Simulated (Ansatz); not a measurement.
Energy difference 4 R1 + R2 → P1 + 3 P2 + P3, each structure at its B3LYP-D3(BJ)/def2-TZVP stationary point, reached from a drawn start (curvature not checked).
P1: CH4 (SMILES C), charge 0, multiplicity 1.
R1, H2 (SMILES [H][H]) (charge 0, multiplicity 1, Z-matrix in Å and degrees):
```
H
H 1 0.7440
```
P2, HCl (SMILES Cl) (charge 0, multiplicity 1):
```xyz
2

Cl     0.0000     0.0000     0.6410
H      0.0000     0.0000    -0.6410
```
P3, SiH4 (SMILES [SiH4]) (charge 0, multiplicity 1):
```xyz
5

Si     0.00000     0.00000     0.00000
H      0.85468     0.85468     0.85468
H     -0.85468    -0.85468     0.85468
H     -0.85468     0.85468    -0.85468
H      0.85468    -0.85468    -0.85468
```
R2, CH3Cl3Si (SMILES C[Si](Cl)(Cl)Cl) (charge 0, multiplicity 1):
```xyz
8

Si    -0.779     0.145    -0.032
C      1.034    -0.192     0.043
Cl    -1.673    -1.040    -1.446
Cl    -1.127     2.105    -0.520
Cl    -1.658    -0.236     1.780
H      1.209    -1.237     0.303
H      1.501     0.443     0.797
H      1.493     0.013    -0.925
```

P less R. No zero-point or thermal terms.

Run with Ansatz (Gaussian orbitals). All values are computed, each at the level named.

Task: Predict the reaction energy from PBE0/def2-TZVPP.

Result: 198 kJ/mol

Task: What is the computed reaction energy (B97M-V/def2-TZVPP)?

Result: 217 kJ/mol

Task: What reaction energy does revPBE/def2-TZVPP give?

Result: 196 kJ/mol

Ansatz is a program for electronic structure.
